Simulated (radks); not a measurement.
Question: Spherical jellium clusters: N electrons in a uniform positive sphere of charge N and radius rs N^(1/3), rs = 3.57 bohr. Method: non-relativistic Kohn-Sham, exchange-only LDA, spin-polarised, spherical densities; computed with a radial shooting solver with Libxc functionals. Levels are named by radial order and angular momentum (1s, 1p, 1d, 2s, ...), and open shells are averaged over m. Each electron was tried in the lowest free levels, single moves between levels near the top were tried too, and the lowest total energy was kept; such a search can miss a lower state. Give the order in which the levels fill up to N = 33, the shell closures and the spin along the way.

Answer: Shells are first occupied in the order 1s, 1p, 1d, 2s, 1f, 2p. Open shells at each N (closed shells left out): 1: 1s(up 1, down 0); 2: none; 3: 1p(up 1, down 0); 4: 1p(up 2, down 0); 5: 1p(up 3, down 0); 6: 1p(up 3, down 1); 7: 1p(up 3, down 2); 8: none; 9: 1d(up 1, down 0); 10: 1d(up 2, down 0); 11: 1d(up 3, down 0); 12: 1d(up 4, down 0); 13: 1d(up 5, down 0); 14: 1d(up 5, down 0) 2s(up 1, down 0); 15: 1d(up 5, down 1) 2s(up 1, down 0); 16: 1d(up 5, down 2) 2s(up 1, down 0); 17: 1d(up 5, down 4); 18: none; 19: 2s(up 1, down 0); 20: none; 21: 1f(up 1, down 0); 22: 1f(up 2, down 0); 23: 1f(up 3, down 0); 24: 1f(up 4, down 0); 25: 1f(up 5, down 0); 26: 1f(up 6, down 0); 27: 1f(up 7, down 0); 28: 1f(up 7, down 0) 2p(up 1, down 0); 29: 1f(up 7, down 0) 2p(up 2, down 0); 30: 1f(up 7, down 0) 2p(up 3, down 0); 31: 1f(up 7, down 1) 2p(up 3, down 0); 32: 1f(up 7, down 5); 33: 1f(up 7, down 6). All shells are closed at N = 2, 8, 18, 20 (there: 1s2 1p6 1d10 2s2). Largest 2S: 10, at N = 30.
